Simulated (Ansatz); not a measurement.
Reaction (redistribution): `[Cl][In]([Cl])[Cl]` + `F[Si@H](Cl)[C@H]1BO1` → `[Cl][In]([Cl])[CH]1BO1` + `F[SiH](Cl)Cl`

Gas-phase electronic energies from Ansatz, PBE0-D4/def2-TZVP geometries. CCSD(T)/CBS is the MP2 limit (def2-TZVPP, def2-QZVPP) plus CCSD(T) − MP2 in def2-TZVPP, frozen cores. DFT in def2-TZVPP. def2 core potentials past Kr. For In outer-core shells are correlated without core-valence functions, which leaves a few kJ/mol of doubt a bond. Each species was taken in one conformer, which may not be the lowest.

`[Cl][In]([Cl])[Cl]`:

Cartesian coordinates in Å:
```
Cl -2.018 -0.745 0.793
In 0.000 0.000 -0.001
Cl 0.245 2.190 -0.634
Cl 1.773 -1.445 -0.158
```

`F[Si@H](Cl)[C@H]1BO1`:

Cartesian coordinates in Å:
```
F -1.762 0.372 -1.704
Si -1.024 0.637 -0.321
Cl -0.765 2.652 -0.137
C 0.642 -0.151 -0.284
B 1.157 -0.966 0.892
O 0.615 -1.663 -0.095
H -1.897 0.140 0.760
H 1.361 0.148 -1.047
H 1.674 -1.169 1.935
```

`[Cl][In]([Cl])[CH]1BO1`:

Z-matrix (Å, degrees):
```
C
B 1 1.513
In 1 2.127 2 124.1
O 1 1.510 2 52.1 3 -98.2
H 1 1.088 2 119.7 3 165.8
H 2 1.181 1 157.9 3 -82.2
Cl 3 2.318 1 123.7 2 146.3
Cl 3 2.317 1 122.5 2 -30.7
```

`F[SiH](Cl)Cl`:

Z-matrix (Å, degrees):
```
Si
F 1 1.581
Cl 1 2.024 2 108.4
Cl 1 2.024 2 108.4 3 119.6
H 1 1.467 2 109.1 3 -120.2
```

| level | ΔE (kcal/mol) | difference from CCSD(T)/CBS |
| --- | --- | --- |
| PBE-D4 | 3.6 | -0.9 |
| r2SCAN-D4 | 4.3 | -0.2 |
| PBE0-D4 | 4.7 | 0.2 |
| ωB97X-V | 5.4 | 0.9 |
| ωB97M-V | 4.9 | 0.4 |
| B2PLYP | 4.7 | 0.2 |
| PBE | 3.6 | -0.9 |
| r2SCAN | 4.3 | -0.2 |
| HF/def2-TZVPP | 9.4 | 4.9 |
| MP2/def2-TZVPP | 3.2 | -1.3 |
| SCS-MP2/def2-TZVPP | 4.1 | -0.4 |
| MP2/def2-QZVPP | 3.3 | -1.2 |
| SCS-MP2/def2-QZVPP | 4.3 | -0.2 |
| HF/CBS(def2) | 9.4 | 4.9 |
| MP2/CBS(def2) | 3.4 | -1.1 |
| CCSD/CBS(def2) | 5.1 | 0.6 |
| CCSD(T)/CBS | 4.5 | 0 |

Largest T1 diagnostic among the species: 0.015.

In def2-TZVPP, CCSD(T) changes the Hartree–Fock value by −5.1 kcal/mol (the triples alone add −0.5 kcal/mol) and MP2 by −6.3 kcal/mol. From PBE to PBE0 (25 % exact exchange), in def2-TZVPP and without D4, ΔE moves by +1.2 kcal/mol.
